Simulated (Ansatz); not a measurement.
Breaking the Ga1–H2 bond in ClFGaH (SMILES [F][GaH][Cl]) (multiplicity 1 held, fragments rigid). Energies count from the point at 1.542 Å.
Geometry at that point (charge 0, multiplicity 1):
```xyz
4

Ga    -0.42036     0.09492    -0.34524
H     -1.61041    -0.41856    -1.18001
F     -0.00463     1.79964    -0.33177
Cl     0.86371    -1.10122     0.87461
```

U- levels take the lowest unrestricted solution at each point, which mixes spins at long bonds. Active spaces are followed from a long bond inwards. Curves can end on different states.

Frozen-core correlation. Filled d and f shells under p-block atoms count as core.

Run with Ansatz (a quantum-chemistry and plane-wave program) with Gaussian orbitals. Each number belongs to the level named beside it.

Energies in kcal/mol.

| R (Å) | U-HF/def2-SVP | U-MP2/def2-SVP | CASSCF(2,2)/def2-SVP | FIC-MRCISD on CASSCF(2,2)/def2-SVP | FIC-MRCISD+Q on CASSCF(2,2)/def2-SVP |
|---|---|---|---|---|---|
| 1.233 | 29.9 | 30.5 | 32.0 | 30.8 | 30.7 |
| 1.388 | 6.0 | 6.4 | 7.2 | 6.6 | 6.5 |
| 1.542 | 0.0 | 0.0 | 0.0 | 0.0 | 0.0 |
| 1.696 | 3.8 | 3.2 | 2.1 | 2.8 | 2.9 |
| 1.850 | 12.8 | 11.5 | 9.0 | 10.5 | 10.7 |
| 2.081 | 30.5 | 28.0 | 22.8 | 25.3 | 25.7 |
| 2.313 | 46.6 | 50.6 | 36.8 | 40.2 | 40.7 |
| 2.698 | 58.5 | 68.8 | 55.2 | 59.8 | 60.5 |
| 3.083 | 62.5 | 74.5 | 66.1 | 71.3 | 72.1 |
| 3.546 | 64.0 | 76.6 | 71.9 | 77.5 | 78.3 |
| 4.163 | 64.5 | 77.3 | 74.1 | 79.9 | 80.8 |
| 4.933 | 64.6 | 77.5 | 74.6 | 80.4 | 81.3 |

Doubts at one or more of the structures used: a spin-contaminated determinant (U-HF/def2-SVP, U-MP2/def2-SVP).
